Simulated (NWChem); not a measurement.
System: ZnF2; SMILES [F][Zn][F]

The following NWChem deck was run.

```
start job
memory heap 200 mb stack 900 mb global 1100 mb
geometry units angstroms noautosym nocenter noautoz
  Zn     0.000000     0.000000    -0.260172
  F      1.731699     0.000000    -0.260074
  F     -1.731699     0.000000    -0.260074
end
basis spherical
  Zn library def2-tzvp
  F library def2-tzvp
end
dft
  xc hfexch
  iterations 150
end
property
  response 1 0.0
end
task dft property
```

Parts of the log:

```
             Northwest Computational Chemistry Package (NWChem) 7.3.0
             --------------------------------------------------------

                             Geometry "geometry" -> ""
                             -------------------------

 Output coordinates in angstroms (scale by  1.889725989 to convert to a.u.)

  No.       Tag          Charge          X              Y              Z
 ---- ---------------- ---------- -------------- -------------- --------------
    1 Zn                  30.0000     0.00000000     0.00000000    -0.26017200
    2 F                    9.0000     1.73169900     0.00000000    -0.26007400
    3 F                    9.0000    -1.73169900     0.00000000    -0.26007400

 Effective nuclear repulsion energy (a.u.)     177.3907547367

  xc_inp: hfexch multiplicative factor not found.
                              NWChem Property Module
                              ----------------------

                                 NWChem DFT Module
                                 -----------------

 Summary of "ao basis" -> "ao basis" (spherical)
 ------------------------------------------------------------------------------
       Tag                 Description            Shells   Functions and Types
 ---------------- ------------------------------  ------  ---------------------
 Zn                        def2-tzvp                16       48   6s5p4d1f
 F                         def2-tzvp                11       31   5s3p2d1f

            General Information
            -------------------
          SCF calculation type: DFT
          Wavefunction type:  closed shell.
          No. of atoms     :     3
          No. of electrons :    48
           Alpha electrons :    24
            Beta electrons :    24
          Charge           :     0
          Spin multiplicity:     1
          Use of symmetry is: off; symmetry adaption is: off
          Maximum number of iterations: 150
          AO basis - number of functions:   110
                     number of shells:    38
          Convergence on energy requested:  1.00D-06
          Convergence on density requested:  1.00D-05
          Convergence on gradient requested:  5.00D-04

              XC Information
              --------------
                     Hartree-Fock (Exact) Exchange  1.000

      Superposition of Atomic Density Guess
      -------------------------------------

 Sum of atomic energies:       -1976.64321659

      Non-variational initial energy
      ------------------------------

 Total energy =   -1976.608129
 1-e energy   =   -3116.512967
 2-e energy   =     962.514084
 HOMO         =      -0.610393
 LUMO         =      -0.113929

   convergence    iter        energy       DeltaE   RMS-Dens  Diis-err
 ---------------- ----- ----------------- --------- --------- ---------
 d= 0,ls=0.0,diis     1  -1976.7416986600 -2.15D+03  5.48D-03  9.44D-01
 d= 0,ls=0.0,diis     2  -1976.7890776369 -4.74D-02  1.75D-03  6.34D-01
 d= 0,ls=0.0,diis     3  -1976.8276730996 -3.86D-02  3.50D-04  8.09D-03
 d= 0,ls=0.0,diis     4  -1976.8280795335 -4.06D-04  2.02D-04  2.29D-03
 d= 0,ls=0.0,diis     5  -1976.8282173536 -1.38D-04  8.73D-05  1.24D-04
  Resetting Diis
 d= 0,ls=0.0,diis     6  -1976.8282319704 -1.46D-05  3.44D-05  6.79D-06
 d= 0,ls=0.0,diis     7  -1976.8282336772 -1.71D-06  3.23D-06  2.26D-07
 d= 0,ls=0.0,diis     8  -1976.8282337298 -5.27D-08  2.27D-06  5.01D-08

         Total DFT energy =    -1976.828233729850
      One electron energy =    -3117.025146069780
           Coulomb energy =     1052.811706552707
    Exchange-Corr. energy =      -90.005548949449
 Nuclear repulsion energy =      177.390754736672

 Numeric. integr. density =        0.000000000000

                       DFT Final Molecular Orbital Analysis
                       ------------------------------------

 Vector   22  Occ=2.000000D+00  E=-5.970083D-01
              MO Center=  4.5D-12, -6.5D-09, -2.6D-01, r^2= 3.4D+00
   Bfn.  Coefficient  Atom+Function         Bfn.  Coefficient  Atom+Function
  ----- ------------  ---------------      ----- ------------  ---------------
    56      0.336239  2 F  pz                87      0.336239  3 F  pz
    59      0.294225  2 F  pz                90      0.294225  3 F  pz
    62      0.203594  2 F  pz                93      0.203594  3 F  pz
    18      0.074833  1 Zn pz                12     -0.044630  1 Zn pz

 Vector   23  Occ=2.000000D+00  E=-5.782897D-01
              MO Center= -4.0D-12,  1.4D-10, -2.6D-01, r^2= 3.3D+00
   Bfn.  Coefficient  Atom+Function         Bfn.  Coefficient  Atom+Function
  ----- ------------  ---------------      ----- ------------  ---------------
    55      0.337207  2 F  py                86     -0.337207  3 F  py
    58      0.296988  2 F  py                89     -0.296988  3 F  py
    61      0.195969  2 F  py                92     -0.195969  3 F  py
    22     -0.152160  1 Zn d -2              27     -0.096502  1 Zn d -2
    37      0.035457  1 Zn d -2              32     -0.026007  1 Zn d -2

[...]

 DFT Linear Response polarizability / au
 Frequency  =       0.0000000 / au
              X              Y              Z
 -----------------------------------------------
 X      17.3942081     -0.0000000     -0.0000000
 Y      -0.0000000     11.4757778      0.0000000
 Z      -0.0000000      0.0000000     11.4757881
 -----------------------------------------------
 Eigenvalues =      17.3942081     11.4757778     11.4757881
 Isotropic   =      13.4485913
 Anisotropic =       5.9184252
 -----------------------------------------------

 Magnetic Dipole Response Matrix (nonzero elements):

 Exiting AOResponse driver routine
```

Level: Hartree-Fock/def2-TZVP. Geometry: optimised at PBE0-D3(BJ)/def2-TZVP.
